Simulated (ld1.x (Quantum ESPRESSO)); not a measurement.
**Which change was made? (Ni, TM)**

```
Element                 : nickel (Ni)
Generator               : ld1.x (Quantum ESPRESSO) 7.5
Type                    : norm-conserving Troullier–Martins (Kleinman–Bylander form)
Functional              : PBE
Relativity              : scalar-relativistic
Frozen core             : [Ne] 3s2
Valence charge          : 16
Reference configuration : 3p6 3d8 4s1.5 4p0 (charge +0.5)
Partial waves           : 4s (bound): rc 1.75 bohr; 3p (bound): rc 1.15 bohr; 3d (bound): rc 1.00 bohr
Local potential         : the d channel
Core correction         : none
```

Cutoffs, loose and tight: the cutoffs (Ry, on a coarse ladder) from which the occupation-weighted sum of valence levels, in a spherical-Bessel basis at the reference potential, stays within 10 and 1 mRy of its value at 400 Ry. They do not see the model core or the augmentation charge, which bear on the density cutoff. Test errors are all-electron minus pseudo excitation energies from the reference, over the configurations 3p6 3d8 4s2 4p0; 3p6 3d8 4s1 4p0; 3p6 3d8 4s0 4p0; 3p6 3d6 4s0 4p0; 3p6 3d9 4s1 4p0; 3p6 3d9 4s0 4p0; 3p6 3d8 4s1 4p1; variants that change the core or the reference have their own tests. The largest error is taken over the tests solved by every variant that gives reliable tests at all, those not shown here included: 3p6 3d6 4s0 4p0; 3p6 3d8 4s0 4p0; 3p6 3d8 4s1 4p1; 3p6 3d8 4s2 4p0; 3p6 3d9 4s0 4p0.

The base gives: outcome: generated; cutoff, loose: 230 Ry; cutoff, tight: 300 Ry; bound ghosts: s; largest test error (meV): +126.

Question: After one change the result is: outcome: generated; cutoff, loose: 230 Ry; cutoff, tight: over 300 Ry; bound ghosts: none; largest test error (meV): -1305. Which change was it?
A. wave 3d (bound): rc 1.00 bohr becomes 3d (bound): rc 1.38 bohr
B. wave 3p (bound): rc 1.15 bohr becomes 3p (bound): rc 1.70 bohr
C. local potential the s channel
D. wave 4s (bound): rc 1.75 bohr becomes 4s (bound): rc 1.24 bohr

Answer: C. The others give: wave 3p (bound): rc 1.15 bohr becomes 3p (bound): rc 1.70 bohr → outcome: generated; cutoff, loose: 230 Ry; cutoff, tight: 300 Ry; bound ghosts: s; largest test error (meV): -91 | wave 4s (bound): rc 1.75 bohr becomes 4s (bound): rc 1.24 bohr → outcome: generated; cutoff, loose: 230 Ry; cutoff, tight: over 300 Ry; bound ghosts: s; largest test error (meV): -139 | wave 3d (bound): rc 1.00 bohr becomes 3d (bound): rc 1.38 bohr → outcome: generated; cutoff, loose: 140 Ry; cutoff, tight: 230 Ry; bound ghosts: s; largest test error (meV): -131.
